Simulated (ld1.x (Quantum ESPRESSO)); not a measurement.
Se (Z = 34): variants of one RRKJ potential

Base potential:

* Element: Se (Z = 34)
* Generator: ld1.x (Quantum ESPRESSO) 7.5
* Type: norm-conserving RRKJ (Kleinman–Bylander form)
* Functional: Wu–Cohen
* Relativity: fully relativistic
* Frozen core: [Ar]
* Valence charge: 16
* Reference configuration: 3d10 4s2 4p3.5 (charge +0.5)
* Partial waves: 4s (bound): rc 1.45 bohr; 4p (bound): rc 1.85 bohr; 3d (bound): rc 1.15 bohr
* Local potential: the d channel
* Core correction: a·sin(br)/r model core inside 0.80 bohr
* rho0: 0.01

Open shells are filled in proportion to 2j + 1 (rel_dist='average').

Cutoffs, loose and tight: the cutoffs (Ry, on a coarse ladder) from which the occupation-weighted sum of valence levels, in a spherical-Bessel basis at the reference potential, stays within 10 and 1 mRy of its value at 400 Ry. They do not see the model core or the augmentation charge, which bear on the density cutoff. Test errors are all-electron minus pseudo excitation energies from the reference, over the configurations 3d10 4s2 4p4; 3d10 4s2 4p3; 3d10 4s2 4p2; 3d10 4s1 4p4; 3d10 4s2 4p1; 3d10 4s2 4p4.3; 3d10 4s0 4p6. A dash means not determined; rows that change the core or the reference have their own tests. The largest error is taken over the tests solved by every variant that gives reliable tests at all: 3d10 4s0 4p6; 3d10 4s1 4p4; 3d10 4s2 4p2; 3d10 4s2 4p3; 3d10 4s2 4p4; 3d10 4s2 4p4.3.

A true bound ghost makes a file unfit for plane-wave use even where its test errors are small: the radial tests pick states by their node count and pass the ghost by. Where a test does run into it, the solver fails or the error is huge.

```csv
change,outcome,"cutoff, loose","cutoff, tight",bound ghosts,largest test error (meV)
base,"generated, misses its reference levels by 0.54 eV",230 Ry,over 300 Ry,"s, p3/2, p1/2",-20
wave 4p (bound): rc 1.85 bohr becomes 4p (bound): rc 1.30 bohr,"generated, misses its reference levels by 0.54 eV",230 Ry,over 300 Ry,"s, p3/2, p1/2",+3.8
wave 4p (bound): rc 1.85 bohr becomes 4p (bound): rc 1.50 bohr,"generated, misses its reference levels by 0.54 eV",230 Ry,over 300 Ry,"s, p3/2, p1/2",+5.5
wave 4p (bound): rc 1.85 bohr becomes 4p (bound): rc 1.82 bohr,"generated, misses its reference levels by 0.54 eV",230 Ry,over 300 Ry,"s, p3/2, p1/2",-20
wave 4p (bound): rc 1.85 bohr becomes 4p (bound): rc 2.00 bohr,"generated, misses its reference levels by 0.54 eV",230 Ry,over 300 Ry,"s, p3/2, p1/2",-18
wave 4p (bound): rc 1.85 bohr becomes 4p (bound): rc 2.22 bohr,"generated, misses its reference levels by 0.54 eV",230 Ry,over 300 Ry,"s, p3/2, p1/2",+7.1
```

What comes out with this change to the base: wave 4p (bound): rc 1.85 bohr becomes 4p (bound): rc 2.76 bohr?

outcome: generated, misses its reference levels by 0.54 eV; cutoff, loose: 230 Ry; cutoff, tight: over 300 Ry; bound ghosts: s, p3/2, p1/2; largest test error (meV): +32.

What comes out with this change to the base: wave 4p (bound): rc 1.85 bohr becomes 4p (bound): rc 2.46 bohr?

outcome: generated, misses its reference levels by 0.54 eV; cutoff, loose: 230 Ry; cutoff, tight: over 300 Ry; bound ghosts: s, p3/2, p1/2; largest test error (meV): +12.

Reading the sweep of the p radius (base included, trends over the rows without a ghost): Bound ghosts are found at 1.3, 1.5, 1.82, 1.85, 2, 2.22, 2.46, 2.76 bohr. Every judged row has one, so this setting neither creates nor removes them.
